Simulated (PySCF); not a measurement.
**Multinuclear NMR of C$_{4}$H$_{9}$N$_{3}$Si**

Atom-mapped SMILES (the numbers label the heavy atoms): `[CH3:1][CH2:2][n:3]1[n:4][n:5][cH:6][c:7]1[SiH3:8]`; H(Xn) means a hydrogen on atom n.

Gas phase, non-relativistic Hamiltonian, one averaged value for each set of equivalent atoms, one computed conformer. GFN2-xTB geometry; σ from GIAO-PBE0/pcSseg-1; PySCF 2.14.0 with density-fitted response routines.

Problem. Where does 29Si resonate?

Solution. 
```
atoms               environment  σ (ppm)  δ (ppm)
  Si8  silicon bonded to C, 3 H    438.8    -80.7
```

Shieldings were converted by a linear fit to measured shifts: 29Si: δ = 279.94 − 0.822σ (rms 8.9 ppm, 72 shifts, 25.8 ppm with the 6 outliers that the fit left out vs TMS, solution or neat liquid). A few per cent of atoms miss by over 2 rms, more outside the fitted compound classes.

On a 400 MHz spectrometer 29Si resonates near 79.5 MHz, so 1 ppm is 79.5 Hz.

Problem. Predict the 15N NMR data.

Solution. 
| atoms | environment | σ (ppm) | δ (ppm) |
| --- | --- | --- | --- |
| N4 | pyridine-type nitrogen of an azole | -148.7 | -11.0 |
| N5 | pyridine-type nitrogen of an azole | -116.8 | -40.4 |
| N3 | pyrrole-type ring nitrogen | -15.6 | -133.7 |

Shieldings were converted by a linear fit to measured shifts: 15N: δ = -148.07 − 0.921σ (rms 6.3 ppm, 71 shifts vs CH3NO2, solution or neat liquid). Occasional misses reach two or three times the rms, and more in compound classes unlike the fitted ones.

On a 600 MHz spectrometer 15N resonates near 60.8 MHz, so 1 ppm is 60.8 Hz.
